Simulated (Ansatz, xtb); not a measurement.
## Isomers of C5H9BSi in order of energy

4 gas-phase structures of C5H9BSi, from a drawn sample of its isomers (lower ones may exist). Each was relaxed with GFN2-xTB; where two conformers were screened, the lower at r2SCAN-D4/def2-SVP is listed:

A. `C#C[C@@H]1CCB[SiH2]1`, a singlet
B. `C#C[C@@H]1BCC[SiH2]1`, a singlet
C. `B/C=C1/C=C[Si@@H]1C`, a singlet
D. `BC1=CC=CC[SiH2]1`, a singlet

Estimate their order in r2SCAN-D4/def2-SVP energy at these geometries, lowest first.

Calculated order at r2SCAN-D4/def2-SVP: D (0.0), C (62.8), B (77.9), A (145.5) kJ/mol.

Energies above the lowest of each column, in kJ/mol; the last columns are at PBE0-D3(BJ)/def2-SVP geometries and were run for some of them only (a dash: not run or not comparable):

| structure | GFN2-xTB | HF/STO-3G | r2SCAN-D4/def2-SVP | PBE0-D3(BJ)/def2-SVP | CCSD(T)/def2-SVP + ΔMP2/def2-TZVPP |
| --- | --- | --- | --- | --- | --- |
| D | 0.0 | 0.0 | 0.0 | 0.0 | 0.0 |
| C | 115.6 | 93.8 | 62.8 | 60.4 | 48.2 |
| B | 84.2 | 19.9 | 77.9 | 67.9 | 59.2 |
| A | 95.3 | 85.0 | 145.5 | – | – |

Every level run on D puts it lowest or level with the lowest. Flexible structures stand in one conformer each, not always the lowest. Frequencies (GFN2-xTB) were run for B, C, D alone. The ΔMP2 step shifts differences by up to 14.0 kJ/mol, which makes them less sure. ΔMP2 is the change of the MP2 energy from the smaller to the larger basis.

Over these structures GFN2-xTB departs from r2SCAN-D4/def2-SVP by 27.3 kJ/mol on average once a common shift is removed. A GFN2-xTB relaxation took about 0.083 s and the r2SCAN-D4/def2-SVP energy about 1.9 s on a shared host (Ansatz 0.2.0, xtb 6.7.1).
